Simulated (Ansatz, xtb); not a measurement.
C5H11BSi: which of two isomers lies lower

Structure I is `[SiH3]CC1=CBCC1`, a singlet and structure II is `C[C@@H]1CBC=C[SiH2]1`, a singlet. Both are isolated molecules in the gas phase, relaxed with B3LYP/def2-SVP; the shapes shown needn't be the lowest conformers.

I (Å):

```xyz
18

C    -0.1693    2.5292   -0.1938
C     0.8100    1.5013   -0.6647
C     2.1730    1.5791   -0.5806
C     1.5773   -0.6294   -1.5973
C     0.3188    0.2082   -1.2806
B     2.7841    0.2913   -1.1459
Si   -0.7337    2.2581    1.6116
H     0.4225    2.4183    2.5381
H    -1.7795    3.2673    1.9529
H    -1.3094    0.8922    1.7809
H     0.2675    3.5410   -0.2338
H    -1.0790    2.5309   -0.8190
H     2.6652    2.4640   -0.1643
H     3.9557    0.0092   -1.2363
H     1.5877   -1.5923   -1.0535
H     1.6445   -0.9082   -2.6646
H    -0.2800    0.4354   -2.1827
H    -0.3817   -0.3038   -0.5950
```

II (Å):

| atom | x (Å) | y (Å) | z (Å) |
| --- | --- | --- | --- |
| C | -1.3463 | -0.9384 | 1.3984 |
| C | -1.0280 | -0.2787 | 0.0492 |
| C | -0.2570 | -1.2121 | -0.9125 |
| C | 0.5126 | 0.8823 | -2.5392 |
| C | 0.4186 | 1.8254 | -1.5661 |
| B | 0.2878 | -0.6368 | -2.2738 |
| Si | -0.1316 | 1.3874 | 0.1857 |
| H | -1.9548 | -0.2869 | 2.0477 |
| H | -0.4250 | -1.1893 | 1.9512 |
| H | -1.9070 | -1.8791 | 1.2569 |
| H | -1.9876 | -0.0228 | -0.4414 |
| H | -0.8320 | -2.1409 | -1.0944 |
| H | 0.6678 | -1.5859 | -0.4123 |
| H | 0.6219 | -1.4289 | -3.1286 |
| H | 0.8353 | 1.2092 | -3.5383 |
| H | 0.6780 | 2.8671 | -1.8086 |
| H | -1.0188 | 2.4627 | 0.7262 |
| H | 1.0641 | 1.3000 | 1.0852 |

Energies in hartree; the thermal terms are from GFN2-xTB frequencies at re-optimised GFN2-xTB minima (ideal gas, soft modes damped towards free rotors, one conformer each, 298.15 K, 1 atm) and include the zero-point energy:

```
                              I           II
E, CCSD(T)/def2-SVP  −510.081223  −510.077626
    E, MP2/def2-SVP  −509.965515  −509.959981
  E, MP2/def2-TZVPP  −510.492096  −510.488907
  zero-point energy     0.140005     0.142512
       H(298 K) − E     0.149848     0.152124
       G(298 K) − E     0.106319     0.109971
```

Correct the CCSD(T) difference for the basis set by the MP2 change, then work out ΔE, ΔE₀, ΔH and ΔG for I → II in kcal/mol (1 Eh = 627.51 kcal/mol) and the equilibrium ratio [II]/[I].

1. Differences II − I: CCSD(T) +0.003597, MP2 in the small set +0.005534, MP2 in the large set +0.003189 Eh.
2. ΔE = +0.003597 + (+0.003189 − (+0.005534)) = +0.001252 Eh = +0.79 kcal/mol.
3. ΔE₀ = ΔE + ΔZPE = +0.001252 + (+0.002507) Eh = +2.36 kcal/mol.
4. ΔH = ΔE + (+0.002276) Eh = +2.21 kcal/mol.
5. ΔG = ΔE + (+0.003652) Eh = +3.08 kcal/mol, so ΔS = (ΔH − ΔG)/T = −12.1 J/(mol K).
6. kT = 0.9442 mEh, so K = [II]/[I] = exp(−ΔG/kT) = exp(−5.19) ≈ 0.0056.

Structure I is favoured at this temperature. An error of 1 kcal/mol in ΔG would change K by a factor of 5.4. Mirror images and further conformers aren't counted.

As drawn, II has 1 C–Si, 1 C–H in place of 1 C–C, 1 Si–H. Structure I has a 5-membered ring, II a 6-membered ring.

Other levels gave ΔE = +15.9 (GFN2-xTB); −0.7 (HF/STO-3G, GFN2-xTB geometries); +3.1 (r2SCAN-D4/def2-SVP, GFN2-xTB geometries); +3.0 (B3LYP/def2-SVP); +2.5 (HF/def2-SVP); +3.5 (MP2/def2-SVP); +2.3 (CCSD(T)/def2-SVP) kcal/mol. The correlated steps freeze 11 core orbitals. Programs: Ansatz 0.2.0, xtb 6.7.1.
